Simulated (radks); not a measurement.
Results of a calculation; reference values are marked as such.
All-electron atom: Si IV in [Ne] 3s1. Level of theory: non-relativistic Kohn-Sham, BLYP, spin-polarised, spherical densities, point nucleus; open shells are filled with parallel spins first (a radial shooting solver on a logarithmic mesh with Libxc functionals).

Normalised radial functions P(r) = r R(r), r in bohr:

```
   r/bohr * 1s down, o 2p up, + 3s up (the largest magnitude, 2.69, reaches the edge; | marks zero, & curves that meet)
 0.007247                             o+     *
 0.009213                             o+      *
  0.01162                             o+        *
  0.01477                             o+          *
  0.01863                             o+             *
  0.02349                             o +              *
  0.02986                             |o+                 *
  0.03766                             |o+                    *
  0.04788                             |o+                      *
  0.06038                             | &                        *
  0.07676                             | +o                       *
   0.0968                             | + o                     *
   0.1221                             |+    o                *
   0.1552                             +       o          *
   0.1957                            +|         o   *
   0.2488                          +  |        * o
   0.3138                         +   |    *       o
   0.3989                         +   | *          o
    0.503                          +  |*          o
   0.6344                            +*          o
   0.8064                             * +     o
    1.017                             *    &
    1.293                             *  o   +
     1.63                             *o      +
    2.073                             &      +
    2.614                             &    +
    3.297                             &  +
    4.191                             &+
    5.285                             &
```

1s down: eigenvalue -1819.9 eV, 0 radial nodes, <r> = 0.112 bohr, 90 % of the charge inside 0.199 bohr. 2p up: eigenvalue -132.09 eV, 0 radial nodes, <r> = 0.535 bohr, 90 % of the charge inside 0.899 bohr. 3s up: eigenvalue -40.349 eV, 2 radial nodes at r = 0.149, 0.713 bohr, <r> = 1.83 bohr, 90 % of the charge inside 2.71 bohr.
